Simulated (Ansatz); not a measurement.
CH₄Cl₂HfOSe (`C[O][Hf]([Cl])([Cl])[SeH]`), relaxed with RKS PBE0-D4/def2-TZVP in Ansatz from a GFN2-xTB geometry. The force threshold is 0.005 eV/Å; the program also tests the step.

Total charge 0; spin multiplicity 1. Hf takes the def2 core potential.

Start:

```xyz
10

C     0.188   -0.471    1.564
O     0.670    0.542    0.721
Hf    0.448    0.222   -1.070
Cl    1.654   -1.649   -1.433
Cl    1.216    1.955   -2.294
Se   -2.028    0.142   -1.234
H     0.585   -0.319    2.573
H     0.513   -1.464    1.202
H    -0.914   -0.434    1.618
H    -2.332    1.475   -1.646
```

```tsv
step	energy (eV)	largest force (eV/Å)	largest move (Å)
1	-94840.2465	2.019	0.000
2	-94840.6613	0.653	0.197
3	-94840.7990	0.388	0.190
4	-94840.8540	0.613	0.143
5	-94840.9026	0.816	0.195
6	-94840.9783	0.558	0.200
7	-94841.0153	0.120	0.200
8	-94841.0335	0.098	0.163
9	-94841.0368	0.018	0.071
10	-94841.0373	0.005	0.037
11 (rejected)	-94841.0342	0.267	0.151
13 (rejected)	-94841.0374	0.145	0.098
15	-94841.0380	0.009	0.011
17	-94841.0392	0.108	0.071
19	-94841.0417	0.211	0.070
21	-94841.0622	0.081	0.200
23	-94841.0867	0.207	0.200
25	-94841.0947	0.205	0.099
27	-94841.1000	0.074	0.040
29 (rejected)	-94841.0997	0.213	0.015
31	-94841.1018	0.046	0.038
33	-94841.1019	0.001	0.006
35	-94841.1020	0.004	0.009
```

End:

```xyz
10

C     0.320   -0.541    2.016
O     0.191   -0.182    0.672
Hf    0.187    0.289   -1.139
Cl    1.156   -1.411   -2.433
Cl    1.340    2.305   -1.468
Se   -2.310    0.554   -1.691
H     0.977    0.165    2.529
H     0.742   -1.546    2.095
H    -0.661   -0.528    2.496
H    -1.942    0.895   -3.076
```

Hardware: 2 threads of an AMD EPYC 7R13 on a shared host and a share of an NVIDIA H100 80 GB. Wall time 2.2 min, peak host memory 0.95 GiB.
